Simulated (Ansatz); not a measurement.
Problem. Name a neutral molecule of C, Cl, Si and H with HOMO–LUMO gap (B3LYP/def2-TZVPP) between 7.45 and 7.75 eV and ideal-gas entropy at 298 K and 1 bar (rigid rotor, harmonic PBE0-D4/def2-TZVP) between 336 and 352 J/(mol·K) (Ansatz, PBE0-D4/def2-TZVP geometry).

Solution. `C#C[SiH](Cl)Cl` (7.47 eV, 343 J/(mol·K)); `C#C[SiH](C)Cl` (7.46 eV, 348 J/(mol·K)). Other molecules can fit too; these were computed, each in one conformer that needn't be the lowest.

B3LYP here is the variant with VWN-RPA as its local correlation; programs differ in this.
